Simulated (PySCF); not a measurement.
Labels have come off several samples. The candidates:

A. SMILES O1C(=O)C=COC1(F)F
B. SMILES C[C@@H]([SiH3])O[Si@@H](P)O[SiH3]
C. `CC(C)P1C=CCC=C1`

Spectrum 1. 13C{1H} NMR (computed): δ 164.0 (CH), 157.2 (C), 130.0 (C), 104.0 (CH).

Spectrum 2. 13C{1H} NMR (computed): δ 136.9 (CH), 133.0 (CH), 33.6 (CH2), 31.9 (CH), 21.7 (CH3).

Spectrum 3. 13C{1H} NMR (computed): δ 62.9 (CH), 24.3 (CH3).

Non-relativistic, fast rotation and ring inversion assumed for equivalent nuclei, a single conformation, no solvent. PBE0/pcSseg-1 with gauge-including orbitals; structure optimised with GFN2-xTB; PySCF 2.14.0 with density-fitted response routines.

Scale: 13C vs TMS (reference shieldings calculated alike). Splittings of carbon signals by F and P are missing where no couplings were computed. Shifts are as computed. Against solution values, carbons near 30 ppm lie about +3 ppm off and those near 130 ppm about +5 ppm. Of 1211 compounds with measured shifts, 218 miss one by over three times the rms of a fit or turn the order of signals round; such compounds aren't used in these exercises.

Problem. Which spectrum belongs to which compound?

Solution. 1–A, 2–C, 3–B.

- Spectrum 1 (A): 4 13C signals; δC 164.0 is an alkene carbon bearing oxygen; δC 157.2 is an ester carbonyl carbon.
- Spectrum 2 (C): 5 13C signals; δC 136.9 is an alkene CH; δC 133.0 is an alkene CH.
- Spectrum 3 (B): 2 13C signals; δC 62.9 is an sp3 CH bonded to O and Si; δC 24.3 is a methyl carbon.
